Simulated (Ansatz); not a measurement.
```yaml
crystal:
  periodic: [false, false, false]
  atoms:
    - {symbol: O, position_ang: [-1.357836, -1.072441, 0.900610]}
    - {symbol: W, position_ang: [-0.043911, -0.015505, 0.104437]}
    - {symbol: O, position_ang: [1.466062, -1.001083, 0.627251]}
    - {symbol: O, position_ang: [0.846430, 1.344504, -0.848707]}
    - {symbol: O, position_ang: [-0.143872, -1.030116, -1.466565]}
    - {symbol: F, position_ang: [0.296695, 0.923943, 1.713454]}
    - {symbol: F, position_ang: [-1.529147, 1.165470, -0.144713]}
    - {symbol: H, position_ang: [-2.282246, -0.821608, 0.975210]}
    - {symbol: H, position_ang: [1.926133, -0.785437, 1.443776]}
    - {symbol: H, position_ang: [0.418164, 2.177073, -1.062727]}
    - {symbol: H, position_ang: [0.403518, -0.884800, -2.242027]}
basis:
  gaussian: {orbitals: def2-SVPD, fitting: {mean_field: cc-pVTZ-jkfit}}
hamiltonian: {xc: {name: LC-wPBE}}
```

```sh
$ ansatz run in.yaml --threads 8 --pin off --events-out ev --progress --plain --max-ram 20889MiB
```

How does Ansatz answer? (An estimate is asked.)

Computed: The input was rejected before any iteration.
```
Functional definition: LC-wPBE
Error: <dir> the basis set cc-pVTZ-JKFIT has no functions for W
```
